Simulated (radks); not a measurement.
The hydrogen anion H-, [He], held by a Watson sphere: a shell of charge +1 at radius R that stands for the Madelung well of a crystal (potential energy -1/R inside, -1/r outside, in hartree with lengths in bohr). Calculated with a radial shooting solver on a logarithmic mesh with Libxc functionals: non-relativistic Kohn-Sham, PBE, spin-polarised, spherical densities, point nucleus. Response by self-consistent Sternheimer equations with the Hartree and adiabatic LDA kernel. The sphere does not respond.

| R (bohr) | e(1s) (eV) | <r> 1s (bohr) | sum of <r^2> (bohr^2) | X-ray form factor at sin(theta)/lambda = 0.3 1/angstrom | alpha (bohr^3) |
|---|---|---|---|---|---|
| 1.9 | -7.072 | 1.765 | 8.294 | 0.349 | 14.21 |
| 2 | -6.843 | 1.799 | 8.628 | 0.337 | 15.37 |
| 2.74 | -5.472 | 2.013 | 10.98 | 0.286 | 25.37 |
| 2.75 | -5.456 | 2.016 | 11.01 | 0.286 | 25.52 |
| 2.85 | -5.306 | 2.041 | 11.31 | 0.282 | 27.07 |
